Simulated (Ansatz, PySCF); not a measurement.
Scan of H3B, singlet: umbrella (inversion) coordinate, bond length relaxed. Scanned: angle between the B-H bonds and the threefold axis (90 = planar). Other coordinates (B-H bond length) were minimised at B3LYP/def2-TZVP.

Computed with: CCSD(T)/def2-SVP = CCSD(T) on RHF/def2-SVP, frozen core (Ansatz, a program for electronic structure); RKS-PBE0/def2-SVP = restricted PBE0/def2-SVP (Ansatz); RKS-B3LYP/LANL2DZ = PySCF with restricted B3LYP/LANL2DZ.

Energies in mEh, each method relative to its own lowest point.

```
a / °   CCSD(T)/def2-SVP  RKS-PBE0/def2-SVP  RKS-B3LYP/LANL2DZ
------  ----------------  -----------------  -----------------
90                   0.0                0.0                0.0
93.72                1.3                1.3                1.3
95.89                3.3                3.2                3.2
99.33                8.4                7.9                8.0
101.73              13.2               12.5               12.7
104.74              20.8               19.7               20.0
108.16              31.6               29.9               30.4
110.38              39.8               37.7               38.3
113.65              53.6               50.8               51.6
116.30              66.3               63.0               63.9
119.83              85.5               81.2               82.5
123.34             107.0              101.7              103.6
125.99             125.0              118.9              121.5
128.56             143.7              137.0              140.6
132                171.0              163.5              169.1
```
